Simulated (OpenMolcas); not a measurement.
Pd2+ with 4 ligands (bromide) in tetrahedral coordination (Td). A charge of +0.5 e stands 2.8 Å behind each ligand. Ligand basis ANO-RCC-VDZP.

| Item | Value |
| --- | --- |
| Program | OpenMolcas |
| Method | CASSCF |
| Basis | ANO-RCC-VDZP [6s5p3d1f] |
| Scalar Hamiltonian | DKH2, point nucleus |
| Active space | 8 electrons in 5 orbitals (4d) |
| State averaging | 2S+1 = 3 even, 10 roots; 2S+1 = 1 even, 15 roots |
| Spin-orbit coupling | RASSI with atomic mean-field integrals over the reference wave functions |

All ligands move together. At R = 2.55 Å the first state of the same spin is 3716 cm-1, and at R = 2.72 Å it is 2584 cm-1.

Question: A third run gives 4977 cm-1. What distance was it run at?

Answer: With a power law R^-n the two known points give n = -ln(2584 / 3716) / ln(2.72 / 2.55) = 5.63. Then R = 2.55 × (3716 / 4977)^(1/5.63) = 2.421 Å. The run was at 2.42 Å, so the estimate is off by +0.001 Å.

An orbital triplet at a regular site is open to Jahn-Teller coupling, which can distort the site and quench the lowest spin-orbit gaps and is left out. Without dynamic correlation the repulsion within the d shell is too large (B by tens of per cent), so at a given field states of lower spin stand too high. Real 4d8 and 5d8 ions are as a rule square planar and diamagnetic. With metal d orbitals alone the field can be off either way by tens of per cent. Ligand-to-metal charge-transfer states are missing. With no ligand orbital active B as a rule stays too high, so bands that hang on it stand too high and its fall with covalency is understated. The least metal-like active orbital is 80 % on the metal (Löwdin) and no ligand orbital is active, so the numbers are rough (holds for R = 2.42). The least metal-like active orbital is 85 % on the metal (Löwdin) and no ligand orbital is active, so the numbers are rough (holds for R = 2.55). No measured value stands beside these numbers; the geometry was imposed, not optimised, and the real ion may take another.
